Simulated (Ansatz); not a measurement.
```yaml
crystal:
  periodic: [true, true, true]
  atoms:
    - {symbol: C, position_ang: [-0.731593, -1.226414, -1.262731]}
    - {symbol: N, position_ang: [-0.154939, -1.590112, 0.002497]}
    - {symbol: C, position_ang: [0.162680, -2.991419, 0.082017]}
    - {symbol: Sn, position_ang: [0.093577, -0.428766, 1.662777]}
    - {symbol: N, position_ang: [0.193573, 1.396032, 0.753337]}
    - {symbol: C, position_ang: [-0.072822, 2.575647, 1.533344]}
    - {symbol: C, position_ang: [0.618837, 1.704176, -0.584503]}
    - {symbol: H, position_ang: [-0.015829, -1.312637, -2.095885]}
    - {symbol: H, position_ang: [-1.103936, -0.201726, -1.243489]}
    - {symbol: H, position_ang: [-1.580960, -1.883168, -1.505623]}
    - {symbol: H, position_ang: [-0.712778, -3.621500, -0.137734]}
    - {symbol: H, position_ang: [0.952556, -3.278813, -0.629026]}
    - {symbol: H, position_ang: [0.518869, -3.254913, 1.083586]}
    - {symbol: H, position_ang: [0.791566, 3.256998, 1.551137]}
    - {symbol: H, position_ang: [-0.310547, 2.313142, 2.569686]}
    - {symbol: H, position_ang: [-0.926425, 3.149061, 1.140108]}
    - {symbol: H, position_ang: [1.455662, 2.419223, -0.571068]}
    - {symbol: H, position_ang: [0.961029, 0.808053, -1.102999]}
    - {symbol: H, position_ang: [-0.180220, 2.162635, -1.188832]}
basis:
  gaussian: {orbitals: STO-3G}
hamiltonian: {xc: {name: wPBEh}}
output: {forces: true}
```

```sh
$ ansatz run in.yaml --threads 2 --pin off --events-out ev --progress --plain --max-ram 32768MiB --backend cpu
```

Shortened log:

```
Error: YAML parse error: error: line 2 column 3: crystal: missing field `lattice` (a structure is typed as `lattice` and `atoms`, a molecule's as `atoms` in Å alone, or read from a run's directory, `checkpoint`)
 --> <input>:2:3
1 | crystal:
2 |   periodic: [true, true, true]
3 |   atoms:
4 |     - {symbol: C, position_ang: [-0.731593, -1.226414, -1.262731]}
```

(1) Something in this input is off. What?

## Answers

(1) The molecule is marked periodic without a cell. The program refused the input.
